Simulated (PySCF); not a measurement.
These 3 structures share the formula C8H10NP. Method: PBE0-D3(BJ)/def2-SVP geometry optimisation, gas phase in PySCF. One conformer each; no zero-point energy, no entropy. No frequencies were run at this level. Point groups hold within 0.08 Å.

Task: Rank from lowest to highest electronic energy at this level (kcal/mol).
A. `[CH2:1]=[P:2]1([c:3]2[cH:4][cH:5][n:6][cH:7][cH:8]2)[CH2:9][CH2:10]1` with C1–P2–C3–C4 -88°
B. `[NH2:1][P:2]1[CH2:3][c:4]2[cH:5][cH:6][cH:7][cH:8][c:9]2[CH2:10]1` with H–N1–P2–C3 100° and -34°, N1–P2–C3–C4 70°, P2–C3–C4–C5 -158°, C8–C9–C10–P2 158°, N1–P2–C10–C9 -75°
C. `[CH2:1]=[C:2]([CH3:3])[PH:4][c:5]1[cH:6][cH:7][n:8][cH:9][cH:10]1` with C1–C2–P4–C5 123°, C2–P4–C5–C6 132°

Result: B (0.0), C (38.3), A (83.7).

As drawn, the lowest has an N–H bond, which the highest lacks; the highest has a three-membered ring, which the lowest lacks.

```tsv
SMILES	E (Eh)	E rel (kcal/mol)	dipole (D)	point group	A, B, C (MHz)
NP1Cc2ccccc2C1	-706.09034	0.0	1.36	–	2505, 855.7, 748.9
C=C(C)Pc1ccncc1	-706.02938	38.3	2.40	C1	2395, 698.7, 645.7
C=P1(c2ccncc2)CC1	-705.95698	83.7	2.14	–	2541, 717.7, 704.9
```

Task: How do the relative energies change in single points at PBE0/pcSseg-1 (no added dispersion term) on the same geometries?

Result: 
| SMILES | PBE0-D3(BJ)/def2-SVP (kcal/mol) | PBE0/pcSseg-1 (kcal/mol) | shift |
| --- | --- | --- | --- |
| NP1Cc2ccccc2C1 | 0.0 | 0.0 | 0.0 |
| C=C(C)Pc1ccncc1 | 38.3 | 36.3 | -2.0 |
| C=P1(c2ccncc2)CC1 | 83.7 | 81.4 | -2.3 |

Each column counts from its own lowest isomer. The order is unchanged; the largest shift is 2.3 kcal/mol.
